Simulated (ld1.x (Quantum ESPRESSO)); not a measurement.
**terbium (Tb), TM: configuration errors across variants**

terbium (Tb), norm-conserving Troullier–Martins (Kleinman–Bylander form), made with ld1.x (Quantum ESPRESSO) 7.5 (PBEsol, scalar-relativistic). Core [Kr] 4d10, reference 4f9 5s2 5p6 5d0 6s1 6p0 (charge +1). Waves: 5p (bound): rc 1.40 bohr; 5d (bound, empty): rc 3.20 bohr; 4f (bound): rc 0.80 bohr; 5s (bound): rc 1.35 bohr. Local part: the s channel. Core correction: none.

Occupied shells without a wave of their own: 6s. They enter only through the test configuration that unscreens the potential.

All-electron excitation energies from the reference (eV): (1) 4f9 5s2 5p6 5d0 6s2 6p0 -6.178; (2) 4f9 5s2 5p6 5d0 6s0 6p0 11.414; (3) 4f8 5s2 5p6 5d0 6s0 6p0 36.757; (4) 4f9 5s2 5p6 5d1 6s1 6p0 -3.700; (5) 4f9 5s2 5p6 5d1 6s0 6p0 1.914; (6) 4f9 5s2 5p5 5d0 6s2 6p0 23.879; (7) 4f9 5s2 5p6 5d0 6s0 6p1 3.361.

For the base: The 6s level has no wave, so the channel is fitted at the deeper level alone: the likely source of the large errors.

On the changes marked as counting shells twice: ld1.x takes every shell without a wave as core, so the model core holds the marked electrons as well and exchange and correlation see them twice. This cancels in the reference configuration, but the file is broken for other ones, and its errors say nothing about a proper core correction.

4 further variants failed, have other tests or too few solved ones, and are left out.

Errors AE − PS in meV (a dash: test not solved or not reliable):

```csv
change,(1),(2),(3),(4),(5),(6),(7),bound ghosts
base,+40,-73,-268,+0.4,-47,+22,-8076,not determined
wave 5s (bound): rc 1.35 bohr becomes 5s (bound): rc 1.12 bohr,+48,-89,-293,+0.5,-57,+37,-7160,not determined
core correction a·sin(br)/r model core inside 0.44 bohr (6s counted twice),-89,-251,-565,-73,-74,-58,-90,not determined
"all radii scaled by about 0.93 (s 1.26, p 1.30, d 2.98, f 0.74 bohr)",+36,-67,-252,-0.7,-45,+16,-7572,not determined
```

Q: Give the same row for: wave 5d (bound): rc 3.20 bohr becomes 5d (bound): rc 3.52 bohr.

A: +40, -73, -268, +2.4, -42, +22, -8076; bound ghosts: not determined.
